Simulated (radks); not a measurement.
Polarisability of the germanium ion Ge+, [Ar] 3d10 4s2 4p1, at imaginary frequency. All-electron calculation, scalar-relativistic Kohn-Sham, PBE, spin-unpolarised, spherical densities, finite nucleus; Fermi nuclear charge, rms radius 4.0742 fm. Program: a radial shooting solver on a logarithmic mesh with Libxc functionals. Response by self-consistent Sternheimer equations with the Hartree and adiabatic LDA kernel, the relativistic mass of each level held fixed and spin-orbit coupling left out.

| w (hartree) | alpha1(iw) (bohr^3) |
|---|---|
| 0.00266 | 19.04 |
| 0.0143 | 19.01 |
| 0.0360 | 18.85 |
| 0.0697 | 18.36 |
| 0.118 | 17.23 |
| 0.186 | 15.20 |
| 0.280 | 12.31 |
| 0.413 | 9.011 |
| 0.605 | 5.981 |
| 0.892 | 3.668 |
| 1.35 | 2.125 |
| 2.12 | 1.171 |
| 3.59 | 0.5913 |
| 6.94 | 0.2412 |
| 17.5 | 0.05732 |

Static values: alpha1 = 19.04 bohr^3 (2.822 angstrom^3; uncoupled 29.89). C6 = 109.8, triple-dipole C9 = 1493 atomic units. One-pole (London) frequency 4 C6 / (3 alpha1^2) = 0.404 hartree, against 0.413 for minus the highest occupied eigenvalue.
